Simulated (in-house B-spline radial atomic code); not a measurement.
Values are calculated unless marked as measured or tabulated.
Making a Troullier-Martins p channel for Cd, r_c = 0.86 bohr

Cd, [Kr] 4d10 5s2, non-relativistic PBE, spherical and spin-unpolarised, from an all-electron radial atomic-structure program (B-spline basis) (atomic units). The all-electron 4p level is ε = -2.395051 hartree, its outermost node lies just inside 0.45 bohr and its outer maximum at 0.86 bohr.

Inside r_c the pseudo-orbital is u(r) = r^2 exp(p(r)), with p = c0 + c2 r² + c4 r⁴ + … + c12 r¹². The seven coefficients follow from p and its first four derivatives at r_c, from zero curvature of the screened potential at the origin, c4 = −c2²/(2l + 5), and from the norm inside r_c. At r_c the all-electron orbital has P = 1.162512, P' = -0.02624492, the screened potential V = -7.396015, V' = 20.54157, V'' = -69.07649, and the norm inside is Q = 0.3903705.

(1) What are p, p' and p'' at r_c?

For a trial c2 the five matching conditions are linear in c0, c6, c8, c10 and c12, and c2 is varied until the norm inside r_c equals Q. The root nearest zero gives:

```
 n          c_n
 0     1.036331
 2   -0.4538664
 4  -0.02942781
 6     1.699366
 8    -8.336524
10     9.824751
12     -3.66354
```

(2) Check c4 and p(r_c), and find the screened pseudopotential at the origin.

Orbitals and screened potentials:

```csv
r (bohr),P,u,V all-electron,V pseudo
0.086,0.3777,0.02078,-389.5,-4.662
0.215,-0.525,0.1276,-104.0,-4.6
0.344,-0.4618,0.3164,-47.18,-4.516
0.473,0.1928,0.5707,-26.17,-5.052
0.602,0.7686,0.8549,-16.08,-6.954
0.731,1.08,1.084,-10.74,-8.825
0.86,1.163,1.163,-7.396,-7.396
```

Logarithmic derivatives P'/P at R = 1.16 bohr, for energies E around ε:

| E − ε (hartree) | all-electron | pseudo |
| --- | --- | --- |
| -0.5 | -0.514232 | -0.5155 |
| -0.25 | -0.866516 | -0.866802 |
| -0.1 | -1.10101 | -1.10094 |
| 0 | -1.26857 | -1.26843 |
| 0.1 | -1.44621 | -1.44614 |
| 0.25 | -1.73397 | -1.73442 |
| 0.5 | -2.28175 | -2.28465 |

(3) With P(R) = 0.923897 and a norm of 0.7359336 inside R, what slope in energy does norm conservation fix?

## Answers

(1) p = ln(P/r_c^2) = ln(1.162512/0.7396) = 0.45223. p' = P'/P − 2/r_c = -0.02258 − 2.32558 = -2.34816. The radial equation gives p'' = 2(V − ε) − 2(2) p'/r_c − p'² = -10.00193 − (-10.92166) − 5.51384 = -4.59411. Differentiating, p''' = 2V' + 2(2)p'/r_c² − 2(2)p''/r_c − 2p'p'' = 28.176, and p'''' = 2V'' − 4(2)p'/r_c³ + 4(2)p''/r_c² − 2(2)p'''/r_c − 2p''² − 2p'p''' = -199.25.

(2) −c2²/7 = -0.0294278, as listed. The terms c_n r_c^n are 1.03633, -0.33568, -0.01610, 0.68751, -2.49444, 2.17423, -0.59963, which sum to 0.45223. Inverting the radial equation, V_l(r) = ε + 2 p'/r + (p'' + p'²)/2, so V_l(0) = ε + (2l + 3) c2 = -2.395051 + 5 × (-0.453866) = -4.6644 hartree, finite where the all-electron potential diverges.

(3) d(P'/P)/dE = −2 × (norm inside R)/P(R)² = -1.7243 per hartree·bohr at E = ε, for both atoms, since orbital and norm agree at R. Differences over ±0.1 hartree give -1.7260 (all-electron) and -1.7260 (pseudo), which also hold third-order terms. Half a hartree below ε the two curves differ by -0.0013.
